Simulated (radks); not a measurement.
Results of a calculation; reference values are marked as such.
Problem. Ionisation of Co2+, [Ar] 3d7, to Co3+, [Ar] 3d6, under several functionals. Non-relativistic Kohn-Sham, spin-polarised, spherical densities, point nucleus; open shells are filled with parallel spins first; a radial shooting solver on a logarithmic mesh with Libxc functionals. The NIST Atomic Spectra Database gives 33.5 eV (semi-empirical). Rank these functionals by the error of their Delta-SCF ionisation energy: MS2 meta-GGA; PW91; LDA (Slater exchange, VWN5 correlation); OLYP; Wu-Cohen GGA; exchange-only LDA; PBE; BP86; exchange-only r2SCAN; revTPSS; LDA (Slater exchange, Perdew-Zunger correlation).

Solution. From best to worst: revTPSS 33.365 eV (-0.135); OLYP 33.714 eV (+0.214); PBE 33.846 eV (+0.346); Wu-Cohen GGA 33.867 eV (+0.367); MS2 meta-GGA 33.101 eV (-0.399); BP86 33.968 eV (+0.468); PW91 33.975 eV (+0.475); LDA (Slater exchange, VWN5 correlation) 34.279 eV (+0.779); LDA (Slater exchange, Perdew-Zunger correlation) 34.335 eV (+0.835); exchange-only LDA 32.301 eV (-1.199); exchange-only r2SCAN 31.545 eV (-1.955). Open shells are spherical and high-spin; term and fine-structure splittings are not resolved.
